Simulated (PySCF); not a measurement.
A GIAO shielding run with PySCF (density fitting, non-relativistic, gas phase) on `C[C@@H]1CCCN1[SiH3]`, C$_{5}$H$_{13}$NSi:

```
$ OMP_NUM_THREADS=1 python probes_run.py task.json out

{"job": {"kind": "nmr", "xc": "PBE0", "basis": "pcSseg-1"}, "charge": 0, "multiplicity": 1}
C      0.116616     1.953486    -0.275302
C     -0.017099     0.507001    -0.753526
C     -1.497075     0.074632    -0.835400
C     -1.583551    -1.194337     0.016188
C     -0.421682    -1.012162     0.988494
N      0.605076    -0.435742     0.156605
Si     2.283722    -0.541971     0.456215
H      1.165480     2.235389    -0.229982
H     -0.313600     2.060545     0.718116
H     -0.399916     2.625511    -0.956872
H      0.476851     0.419894    -1.728285
H     -2.133704     0.854455    -0.415936
H     -1.810487    -0.101715    -1.862561
H     -2.544544    -1.302307     0.515927
H     -1.403634    -2.076937    -0.598107
H     -0.075130    -1.947313     1.428493
H     -0.711816    -0.333520     1.805127
H      2.933149    -0.265729    -0.825900
H      2.519253    -1.907447     0.927905
H      2.806940     0.398944     1.465767
```

Hardware: 1 thread of an Arm Neoverse V1, shared host. The job also computes population analyses, field gradients, ring-centre shieldings.

**Question.** How large is the calculation?

**Answer.** 64 electrons, 191 basis functions and 1006 auxiliary functions.

**Question.** How long does it take, and how much memory does it need?

**Answer.** 42 s of wall time, with 12 SCF cycles and 4 response iterations; peak memory 0.86 GiB. Times on a shared host scatter by some tens of per cent.
